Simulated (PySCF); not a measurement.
Isomers of C7H6F4, from PySCF 2.14.0, PBE0-D3(BJ)/def2-SVP geometry optimisation, gas phase. One conformer each, no zero-point energy, no frequencies.

**Question.** Which isomer lies lower at this level?
A. `[CH3:1][C:2]#[C:3][C@:4]([CH3:5])([F:6])[C:7]([F:8])=[C:9]([F:10])[F:11]` with C3–C4–C7–F8 -64°: A = 1560, B = 650.0, C = 609.9 MHz, dipole 2.44 D
B. `[CH2:1]=[CH:2][CH2:3]/[C:4](=[CH:5]/[F:6])[C:7]([F:8])=[C:9]([F:10])[F:11]` with C1–C2–C3–C4 -112°, C2–C3–C4–C5 -115°, C3–C4–C7–F8 38°: A = 1292, B = 881.0, C = 637.6 MHz, dipole 2.21 D

**Answer.** B. That is `C=CC/C(=C/F)C(F)=C(F)F`, 13.3 kcal/mol below the other.

```tsv
SMILES	mapped SMILES	E (Eh)	relative (kcal/mol)	relative (kJ/mol)	dipole (D)
C=CC/C(=C/F)C(F)=C(F)F	[CH2:1]=[CH:2][CH2:3]/[C:4](=[CH:5]/[F:6])[C:7]([F:8])=[C:9]([F:10])[F:11]	-668.44626	0.0	0.0	2.21
CC#C[C@](C)(F)C(F)=C(F)F	[CH3:1][C:2]#[C:3][C@:4]([CH3:5])([F:6])[C:7]([F:8])=[C:9]([F:10])[F:11]	-668.42507	13.3	55.6	2.44
```

As drawn, the higher has a C≡C bond, which the lower lacks.
